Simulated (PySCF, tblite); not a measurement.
**Be2+ and 3 × water**

A gas-phase complex of Be2+ and 3 × water; charge +2, singlet. The structure comes from a short search (6 tight-binding starts) and was relaxed by PBE0-D3(BJ)/def2-SVPD; another way of binding may lie lower. No frequency run checks that it is a minimum.

| part | name | SMILES | atoms | charge | multiplicity |
| --- | --- | --- | --- | --- | --- |
| 1 | Be2+ | [Be+2] | 1 | +2 | 1 |
| 2 | water | O | 2–4 | 0 | 1 |
| 3 | water | O | 5–7 | 0 | 1 |
| 4 | water | O | 8–10 | 0 | 1 |

```xyz
10

Be    1.517   -0.684   -1.146
O     1.991    0.809   -0.988
H     2.671    1.099   -0.351
H     1.690    1.596   -1.480
O     0.437   -1.091   -2.218
H    -0.016   -0.520   -2.866
H     0.103   -2.000   -2.336
O     2.143   -1.802   -0.199
H     2.903   -2.376   -0.415
H     1.831   -2.035    0.697
```
Atom numbers follow the order of the file, from 1.

Contacts between parts, classed by geometry: Be1···O2 1.575 Å (bond); Be1···O5 1.575 Å (bond); Be1···O8 1.593 Å (bond).

The parts are joined by the bonds Be1–O2 and Be1–O5 and Be1–O8, so these are energies of forming such bonds; deforming the relaxed parts to their shape in the adduct costs 1.3 kcal/mol, which the interaction energies leave out.

Interaction energies are complex less parts, with the parts frozen as they stand in it; counterpoise-corrected, in kcal/mol (PySCF).

Task: Give the interaction energy at each level run.

Result: 
```csv
level,interaction,superposition error removed
wB97M-D3(BJ)/def2-TZVPD,-343.64,-0.24
PBE0-D3(BJ)/def2-TZVPD,-347.11,-0.28
```

Task: What holds them together? Decompose the wB97M-D3(BJ)/def2-TZVPD energy: frozen parts, their antisymmetrised product, then relaxation.

Result: electrostatic -229.4, Pauli repulsion +93.8, orbital relaxation -204.9, dispersion correction -3.4 kcal/mol, which sum to the value before the counterpoise correction; the Pauli term holds the exchange-correlation of the frozen density too. Of the attraction, 52 % is electrostatic, 47 % is orbital relaxation, 1 % is dispersion correction.

Task: Are the pair energies additive?

Result: The pairs sum to -423.27 kcal/mol (1–2 -144.8, 1–3 -144.8, 1–4 -144.6, 2–3 4.2, 2–4 3.4, 3–4 3.4); the rest of +79.63 is a many-body weakening.

The parts were also relaxed and run alone, at the levels used for the complex: shieldings by PBE0/pcSseg-2.

Task: What does binding change?

Result: 
| property | alone | in the complex | change |
| --- | --- | --- | --- |
| shielding of Be1 (ppm) | 130.4 | 105.8 | -24.6 |
| shielding of O2 (ppm) | 328.9 | 299.4 | -29.4 |
| shielding of O5 (ppm) | 328.9 | 299.6 | -29.3 |

Multiply charged ions in the gas phase bind far more strongly than in solution.
